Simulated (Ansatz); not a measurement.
`OCBCl` + H₂ → `BCl` + CH₃OH  (hydrogenolysis of a B–C bond)

Computed with Ansatz on PBE0-D4/def2-TZVP structures; ΔE is electronic, products minus reactants. CBS: MP2 limit from def2 TZ/QZ plus the TZ coupled-cluster correction, frozen cores. This one scheme is used for every species. Each species was taken in one conformer, which may not be the lowest.

```
species  CCSD(T)/def2-TZVPP energy (Eh)
`OCBCl`                      -600.10617
     H₂                        -1.17233
  `BCl`                      -485.72789
  CH₃OH                      -115.55534
```

Task: Work out ΔE.

Result: ΔE = (-485.72789) + (-115.55534) − (-600.10617) − (-1.17233) = -0.00473 Eh = -3.0 kcal/mol. CCSD(T)/CBS gives -2.3 kcal/mol.

Largest T1 diagnostic among the species: 0.012.

From PBE to PBE0 (25 % exact exchange), in def2-TZVPP and without D4, ΔE moves by −1.4 kcal/mol. In def2-TZVPP, CCSD(T) changes the Hartree–Fock value by +6.5 kcal/mol (the triples alone add +1.2 kcal/mol) and MP2 by +7.4 kcal/mol.
